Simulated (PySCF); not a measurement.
Bonding in `CC#CC(C#N)C#N`

C6H4N2.
Numbering: `[CH3:1][C:2]#[C:3][CH:4]([C:5]#[N:6])[C:7]#[N:8]` (hydrogens: H9, H10, H11 on C1; H12 on C4)

Cartesian coordinates in Å at the GFN2-xTB level; atoms count from 1:
```xyz
12
C6H4N2 angstrom
C      2.5328    0.3777   -0.0535
C      1.1265    0.0599   -0.0888
C     -0.0357   -0.2276   -0.1320
C     -1.4624   -0.5433   -0.1576
C     -1.9609   -0.6555    1.2041
N     -2.3317   -0.7455    2.2792
C     -2.1833    0.5091   -0.8560
N     -2.7291    1.3417   -1.4131
H      2.6798    1.4252   -0.3133
H      2.9247    0.2008    0.9473
H      3.0745   -0.2457   -0.7640
H     -1.6341   -1.4975   -0.6785
```

Bond orders from the PBE0/pcSseg-1 density (PySCF). Isolated species at its GFN2-xTB geometry, gas phase.

Q: Where do the orders between heavy atoms depart from those drawn in the SMILES?

A: The largest departure is 0.389, at C2–C3 (drawn triple, 2.611). Drawn single, order above 1.12: C1–C2 (1.230). Drawn double or triple, more than 0.30 short of the drawn order: C2–C3 (2.611).

Q: Give the Mayer order of every bond, beside its length.

A: 
```
  bond  drawn as  length (Å)  Mayer order
 C1–C2    single       1.442        1.230
 C2–C3    triple       1.198        2.611
 C3–C4    single       1.461        0.989
 C4–C5    single       1.454        0.975
 C5–N6    triple       1.141        3.051
 C4–C7    single       1.454        0.975
 C7–N8    triple       1.141        3.051
 C1–H9    single       1.089        0.919
C1–H10    single       1.089        0.920
C1–H11    single       1.089        0.923
C4–H12    single       1.101        0.882
```

By pair of heavy elements: C–C: lowest C4–C5 and C4–C7 (0.975, 1.454 Å), highest C2–C3 (2.611, 1.198 Å). C–N: all 2 within 0.02 of one another (3.051 to 3.051). Bonds named together lie within 0.004.

Q: Sum the orders of all bonds at each heavy atom with more than one neighbour and set the sums beside the valence in the SMILES.

A: C1 3.992 (drawn 4), C2 3.841 (drawn 4), C3 3.600 (drawn 4), C4 3.821 (drawn 4), C5 4.026 (drawn 4), C7 4.026 (drawn 4). Orders between atoms that aren't bonded are not in these sums.

For a closed shell the Mayer order of atoms A and B is Σ (PS)μν (PS)νμ over the basis functions μ on A and ν on B, with P the density and S the overlap matrix.
